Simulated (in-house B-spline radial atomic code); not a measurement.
Results of a calculation; reference values are marked as such.
**Correlation energy from the adiabatic connection: −Z exp(−kr)/r, Z = 8.32, k = 1.01**

Two electrons in a singlet, external potential −Z exp(−kr)/r, Z = 8.32, k = 1.01 (atomic units). Full CI in B-splines (partial waves to l = 8, correlation up to 0.6 % small) with the density held fixed gives W(λ) = <V_ee>_λ − U, and E_c is the integral of W(λ) − W(0) from 0 to 1.

| λ | W(λ) − W(0) (hartree) |
| --- | --- |
| 0 | 0.00000 |
| 0.02 | -0.00187 |
| 0.05 | -0.00467 |
| 0.12 | -0.01116 |
| 0.25 | -0.02312 |
| 0.4 | -0.03674 |
| 0.6 | -0.05461 |
| 0.8 | -0.07215 |
| 1 | -0.08939 |

Integrate the table by the trapezoid rule.

The strips give -0.00002, -0.00010, -0.00055, -0.00223, -0.00449, -0.00913, -0.01268, -0.01615, which sum to -0.04535 hartree. The direct value, W(1) − W(0) + T_c with T_c = 0.04401, is -0.04537; the curve is convex, so chords lie above it and the trapezoids fall short in size by 0.05 %.

Now use only three numbers: W(0) = -4.9115, the initial slope W'(0) = -0.09355 (extrapolated from the first points) and the strong-coupling limit of the point-charge-plus-continuum model, W∞ = -6.9776. What do second-order theory and the interpolation W(λ) = W∞ + (W(0) − W∞)/√(1 + 2χλ) of Seidl, Perdew and Levy give?

Second order keeps the slope alone: E_c = W'(0)/2 = -0.04677, +3 % in size against -0.04537. Matching the slope fixes χ = W'(0)/(W∞ − W(0)) = -0.09355/(-2.06610) = 0.04528. Integrating, with s = √(1 + 2χ) = 1.044297, E_c = −(W(0) − W∞)(s − 1)/(s + 1) = −2.06610 × 0.044297/2.044297 = -0.04477 hartree, -1.3 % in size against the full result. At λ = 1 the formula gives W − W(0) = -0.08764 against -0.08939. Part of the miss can come from the model's W∞.
